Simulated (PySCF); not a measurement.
Compound: C4H10B2.
InChI=1S/C4H10B2/c5-4-2-1-3-6-4/h4,6H,1-3,5H2/t4-/m1/s1

The closed-shell ground state was solved at several levels (PySCF, density fitting, gas phase, non-relativistic). One conformer (not necessarily the lowest) at the PBE0-D3(BJ)/def2-SVP geometry, without solvent, vibrations or thermal averaging.

| level | basis functions | total energy (Eh) | HOMO (eV) | LUMO (eV) | gap (eV) | dipole (D) |
| --- | --- | --- | --- | --- | --- | --- |
| wB97X-D/def2-SVPD | 200 | -207.9149 | -10.26 | 0.59 | 10.85 | 1.28 |
| B3LYP/pcJ-1 | 262 | -208.1433 | -8.18 | -1.51 | 6.67 | 1.30 |
| PBE0/pcSseg-1 | 152 | -207.8202 | -8.41 | -1.30 | 7.11 | 1.29 |

What might KT2/pcSseg-2 (356 basis functions) give for the same quantities?

Total energy -212.0099 Eh, HOMO -7.14 eV, LUMO -2.33 eV, gap 4.81 eV, dipole 1.46 D.

Over all these levels, which gives the widest orbital gap and which the narrowest?

wB97X-D/def2-SVPD (range-separated hybrid) has the widest, 10.85 eV, and KT2/pcSseg-2 (GGA) the narrowest, 4.81 eV. Functional and basis both differ between the two, so the spread mixes both effects.

How far do the dipole and the HOMO energy spread over the levels?

The dipole runs from 1.28 to 1.46 D (mean 1.33 D) and the HOMO from -10.26 to -7.14 eV.

The pairwise dispersion term of wB97X-D wasn't added to the energies; at a given geometry it leaves orbitals and properties as they are.
